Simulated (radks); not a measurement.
Values are calculated unless marked as measured or tabulated.
Excited configurations of Si3+: one electron is placed in a higher orbital outside [Ne]. The ground configuration is [Ne] 3s1. Code: a radial shooting solver on a logarithmic mesh with Libxc functionals. Model: scalar-relativistic Kohn-Sham, SCAN, spin-unpolarised, spherical densities, finite nucleus; meta-GGA in the generalised Kohn-Sham scheme; Fermi nuclear charge, rms radius 3.1224 fm. Excitation = E - E(ground); binding = E(ion) - E, where the ion is the core of charge +4; n* = 4/sqrt(2 binding) in atomic units, and the quantum defect is n - n*.

\begin{tabular}{lrrrr}
outer orbital & excitation (eV) & binding (eV) & n* & eigenvalue (eV) \\ \hline
3d & 19.920 & 24.203 & 2.999 & -20.423 \\
4s & 23.108 & 21.015 & 3.218 & -18.787 \\
4d & 30.192 & 13.931 & 3.953 & -12.142 \\
5p & 33.279 & 10.844 & 4.480 & -9.737 \\
5d & 35.149 & 8.974 & 4.925 & -7.933 \\
5f & 35.539 & 8.585 & 5.036 & -7.504 \\
6p & 36.841 & 7.283 & 5.467 & -6.568 \\
6f & 38.107 & 6.016 & 6.015 & -5.329 \\
7d & 39.519 & 4.604 & 6.876 & -4.116 \\
\end{tabular}

The Delta-SCF ionisation energy is 44.123 eV (NIST Atomic Spectra Database: 45.142 eV, measured). Self-interaction in the functional shifts the binding energies and quantum defects, so they are the method's values and not measured ones. Spin polarisation and multiplet splitting are left out, so open shells lie too high by an amount that depends on their filling.

Beside tabulated values, note that spin-unpolarised runs miss the spin-polarisation part of the exchange energy of open shells.
